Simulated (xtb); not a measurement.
xtb input (GFN2-xTB):

```bash
xtb mol.xyz --gfn 2 --ohess tight --chrg -1 --uhf 0
```
mol.xyz:
```
11

Ge     1.49157586     0.17759361     0.08055791
C     -0.44399195     0.04437689    -0.00929112
C     -1.39968057     0.96036302    -0.02361563
C     -2.66615729     0.26729325    -0.11852419
C     -2.41511019    -1.11383093    -0.09211541
O     -1.04205096    -1.18184884    -0.07066076
H      1.94870040     1.62392985     0.12508168
H      2.13783324    -0.53303145     1.33419955
H      2.25275550    -0.52330942    -1.11523359
H     -1.21188381     2.07008749    -0.01537187
H     -3.60342676     0.74268527    -0.18772577
```

End of the output:

```
           -------------------------------------------------
          | TOTAL ENERGY              -17.213004011328 Eh   |
          | TOTAL ENTHALPY            -17.140399548287 Eh   |
          | TOTAL FREE ENERGY         -17.179996688175 Eh   |
          | GRADIENT NORM               0.000217095360 Eh/α |
          | HOMO-LUMO GAP               2.976549014608 eV   |
           -------------------------------------------------

------------------------------------------------------------------------
------------------------------------------------------------------------
 total:
 SCF:
 ANC optimizer:
 analytical hessian:
Note: The following floating-point exceptions are signalling: IEEE_UNDERFLOW_FLAG IEEE_DENORMAL
normal termination of xtb
```

It need not be the lowest isomer of its formula. Whether it binds its extra electron was not tested at this geometry.
